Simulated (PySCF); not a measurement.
Structure problem from calculated spectra and properties.

Formula: C3H9F2PSi2.

- 1H NMR: chemical shifts (computed TMS as zero) by class: 5.76 (1 H), 4.15 (1 H), 3.61 (1 H), 2.05 (1 H), 2.03 (1 H), 1.16 (2 H), 0.55 (1 H), 0.52 (1 H) ppm [GIAO PBE0/pcSseg-1]
- Rotational structure: rotational constants A, B, C: 1.795, 0.794, 0.736 GHz [GFN2-xTB]
- 13C NMR: chemical shifts (computed TMS as zero) by class: 95.6 (1 C), 35.6 (1 C), 23.5 (1 C) ppm [GIAO PBE0/pcSseg-1]
- UV, first state: lowest singlet excitation: 5.49 eV (226 nm, f = 0.070) [TDDFT B3LYP/def2-SVPD]
- UV, strongest line: among the 8 lowest singlet transitions: S5 at 6.49 eV (191 nm, f = 0.307) [TDDFT B3LYP/def2-SVPD]
- NMR, other nuclei: isotropic shieldings of nuclei other than C and H, by class: 357 (1 F), 377 (1 F), 279 (1 Si), 425 (1 Si), 606 (1 P) ppm [GIAO PBE0/pcSseg-1]

Electronic properties: PySCF, gas phase, density fitting. Levels stand in brackets. Geometry: GFN2-xTB, one conformer, isolated molecule. NMR values are class means; diastereotopic atoms form classes of their own.

Problem. What is the compound? Reason from the data.

Solution. Numbering: `[F:1][C@@H:2]1[CH2:3][SiH2:4][Si@@:5]([F:6])([PH2:7])[CH2:8]1`. 3 carbons fall into 3 classes; from least to most shielded: sp3 C–F carbon [C2] (95.6 ppm), ring sp3 carbon bound to silicon [C8] (35.6 ppm), ring sp3 carbon bound to silicon [C3] (23.5 ppm). Hydrogen classes from least to most shielded: 1 H on an sp3 C–F carbon, C2 (5.76 ppm), 1 H on an SiH2 silicon, Si4 (4.15 ppm), 1 H on an SiH2 silicon, Si4 (3.61 ppm), 1 H on an sp3 carbon bound to silicon, C8 (2.05 ppm), 1 H on an sp3 carbon bound to silicon, C3 (2.03 ppm), 2 H on a three-coordinate phosphorus, P7 (1.16 ppm, a mean of values up to 0.7 ppm apart in this geometry), 1 H on an sp3 carbon bound to silicon, C3 (0.55 ppm), 1 H on an sp3 carbon bound to silicon, C8 (0.52 ppm). The other shieldings belong to: 357 ppm, alkyl fluorine [F1]; 377 ppm, silicon-bound fluorine [F6]; 279 ppm, fluorine-bound silicon [Si5]; 425 ppm, SiH2 silicon [Si4]; 606 ppm, three-coordinate phosphorus [P7]. S1 is mainly HOMO→LUMO (weight 0.90); the largest Löwdin shares of the orbital it empties are 0.39 on the three-coordinate phosphorus, 0.17 on the fluorine-bound silicon, 0.17 on the SiH2 silicon and 0.06 on an sp3 carbon bound to silicon, of the orbital it fills 0.28 on the fluorine-bound silicon, 0.23 on the SiH2 silicon, 0.17 on the three-coordinate phosphorus and 0.07 on an Si–H hydrogen. The optimised geometry has point group C1 and is an asymmetric top. Structure: `F[C@@H]1C[SiH2][Si@@](F)(P)C1`. The assignments are read from this structure; whether some other isomer fits the data as well wasn't checked. The mirror image fits equally.
